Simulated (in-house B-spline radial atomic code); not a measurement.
Sr²⁺. Computed with a B-spline radial atomic code. Model: non-relativistic spherical atom: semilocal Troullier-Martins pseudo-atom, one channel per l, against all electrons, high spin, G0W0 and RPA with empty states to l = 8, local potential for every l without a channel, a model core (radius 0 = none) keeps its share of the functional.

Without relativity these are model numbers for so heavy an element.

What the tables leave out is listed at the end.

The pseudopotential gives back the lowest level of each angular momentum of its own functional in the configuration it was made in; a second state of the same l is only approximately right. Exact exchange, RPA and GW see the smooth pseudo-orbitals and miss the exchange with the core, for which the functional's share stands in. The column with an uncorrelated core keeps all orbitals and exact exchange, and so separates missing core correlation from pseudisation. Only the three outermost levels and the lowest empty one were computed. RPA here is direct RPA, with no exchange kernel, and its energies carry an (l + 1/2)⁻⁴ tail. A hybrid on a potential with a model core restores only its own semilocal share of the core's exchange.

Command:
```bash
python run_psgw.py task.json out
```
Settings (lengths in bohr, energies in hartree):
```
Z                      38
electrons              36
configuration          [Ar] 3d10 4s2 4p6
generated_in           [Kr] 5s2
functional             pbe,pbe
core_shells            5
radius_factor          1.3
core_correction        True
```

Cost of the run: 26 s on 1 thread of Arm Neoverse N1, on a shared host.

Given: made with PBE; model core radius 0.234 bohr; local radius 1.506 bohr; mean-field start PBE.

Valence shells of the generating configuration: 3d, 4s, 4p, 5s.

Channel: s 1.597, p 1.73, d 1.466 (radii in bohr).

Computed: largest level miss in the spin-unpolarised generating configuration 0.066 eV; valence RPA correlation energy all-electron orbitals -1.1436 hartree; valence RPA correlation energy pseudo -1.1982 hartree; pseudo-atom RPA polarisability 4.9952 bohr³.

| level | occupied | mean-field all-electron (eV) | mean-field pseudo minus all (eV) | G0W0 all-electron (eV) | G0W0 uncorrelated core minus all (eV) | G0W0 pseudo minus all (eV) | exchange self-energy all-electron (eV) | exchange self-energy pseudo (eV) |
| --- | --- | --- | --- | --- | --- | --- | --- | --- |
| 4p | 1 | -36.453 | -0.168 | -43.11 | -0.051 | -1.03 | -27.536 | -26.174 |
| 3d | 1 | -144.63 | -0.26 | -159.34 | -0.783 | 9.187 | -92.508 | -54.594 |

Problem. What is the all-electron RPA polarisability, core included?

Solution. 5.4537 bohr³.

Given: mean-field start PBE0.

Computed: valence RPA correlation energy all-electron orbitals -1.0987 hartree; valence RPA correlation energy pseudo -1.1657 hartree; pseudo-atom RPA polarisability 4.5239 bohr³.

| level | occupied | mean-field all-electron (eV) | mean-field pseudo minus all (eV) | G0W0 all-electron (eV) | G0W0 uncorrelated core minus all (eV) | G0W0 pseudo minus all (eV) | exchange self-energy all-electron (eV) | exchange self-energy pseudo (eV) |
| --- | --- | --- | --- | --- | --- | --- | --- | --- |
| 4p | 1 | -38.391 | -0.334 | -43.257 | -0.047 | -0.901 | -27.465 | -26.387 |
| 5s (empty) | 0 | -12.546 | -0.174 | -10.838 | -0.004 | -0.175 | -1.8664 | -1.8163 |

Problem. What is the all-electron RPA polarisability, core included?

Solution. 5.0125 bohr³.

Among the listed levels the largest G0W0 shift of the pseudo-atom is +9.19 eV, for 3d on the PBE start, while leaving the core uncorrelated moves that level by -0.78 eV. So pseudisation and the lost core exchange, not the missing core correlation, make the error. Not in the tables (levels of low weight, unsolved or above zero; the highest and the empty levels are kept at any weight): on PBE the G0W0 levels 4s (pseudo minus all -2.99 eV, weights 0.47 and 0.56); on PBE0 the G0W0 levels 4s (pseudo minus all -2.22 eV, weights 0.79 and 0.72), 3d (pseudo minus all +12.22 eV, weights 0.73 and 1.70); no Hartree-Fock pseudo-atom is run with a model core.
